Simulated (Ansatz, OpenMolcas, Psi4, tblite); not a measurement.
# SnO (tin(ii) oxide): methods side by side

SnO: 2 atoms, total charge 0, spin state singlet. As SMILES, `[O]=[Sn]`. The shape is that of a PBE0-D4/def2-TZVP optimisation.

```xyz
2

O     0.0000    0.0000   -0.0071
Sn    0.0000    0.0000    1.8107
```

Quantity: the vertical energy of the triplet above the singlet, in eV. The values are calculated.

```tsv
level	kind	program	value (eV)	CPU time (all runs)
GFN2-xTB	semi-empirical	tblite	4.03	under 2 s
HF/def2-TZVPPD (core potential)	Hartree–Fock	Ansatz	0.97	15 s
BLYP/def2-TZVPPD (core potential)	GGA	Ansatz	3.24	37 s
r2SCAN/def2-TZVPPD (core potential)	meta-GGA	OpenMolcas	2.99	1.8 min
M06-2X/def2-TZVPPD (core potential)	hybrid meta-GGA	OpenMolcas	2.77	4 min
wB97X-V/def2-TZVPPD (core potential)	range-separated hybrid	Psi4	3.07	60 s
DSD-PBEP86/def2-TZVPPD (core potential, density fitting for correlation)	double hybrid	Psi4	3.47	25 s
OMP2/def2-TZVPPD (core potential, density fitting for correlation)	perturbation theory	Psi4	3.76	2.1 min
BCCD(T)/def2-TZVPPD (core potential)	coupled cluster or CI	Ansatz	3.26	80 s
FCI/STO-3G	exact in the basis	Ansatz	3.08	4.9 s
```

All-electron rows without a relativistic Hamiltonian named are non-relativistic, while core potentials hold scalar relativity, so basis and relativity change together. Spin-orbit coupling, which can split open shells on such heavy atoms by tenths of an eV, is left out. The values span 0.97 to 4.03 eV. High-level rows in very small sets aren't better than simpler rows in larger ones. In the correlated wave-function rows the outer d shell of Sn is correlated, in sets not made for it. CPU times are rough (shared hosts, several kinds of processor and program).
